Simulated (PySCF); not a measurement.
**MF cations for M along group 14**

CCSD(T) with double-zeta basis sets in PySCF, for the lowest determinant that a PBE0 search found; no spin–orbit coupling. De refers to high-spin ground-configuration atoms (the charge goes to the atom of lower measured ionisation energy or higher electron affinity, which is not always the lowest computed limit).

```csv
M,basis,"reference, frozen orbitals",charged atom,state (unpaired electrons),Re (Å),ωe (cm⁻¹),De (eV)
C,aug-cc-pVDZ,"RHF, 2",C+,singlet (closed shell),1.178,1685,7.20
Si,"6-31G(d,p)","RHF, 6",Si+,singlet (closed shell),1.561,1044,6.41
Ge,cc-pVDZ-PP/cc-pVDZ,"RHF, 5",Ge+,singlet (closed shell),1.712,789,5.07
Sn,x2c-SVPall,"RHF, 19",Sn+,singlet (closed shell),1.906,700,4.63
Pb,def2-SVP,"RHF, 5",Pb+,singlet (closed shell),2.006,632,n/a
```

The shortest bond is that of CF⁺ (1.178 Å), the longest that of PbF⁺ (2.006 Å).

The rows differ in basis set, which adds steps of its own.

Down a group the atoms grow and get heavier, so bonds lengthen and wavenumbers fall; this series shows no clear exception.

Correlated steps freeze the inner cores (2 to 19 orbitals); shallow outer-core shells are correlated. Correlated levels converge slowly with the basis: in double zeta they bind strong bonds too weakly, by up to about 1 eV, and carry superposition errors of some tenths. Spin–orbit coupling is left out, which matters for elements this heavy, above all for dissociation energies. For an ion De counts to the pair picked by the measured ionisation energies or electron affinities, which need not be the lowest pair at this level. Where the molecule has an RHF reference, its open-shell atoms are computed with UHF. The CCSD T1 diagnostic is raised in CF⁺, PbF⁺, SiF⁺, a sign that a single reference may not be enough there.
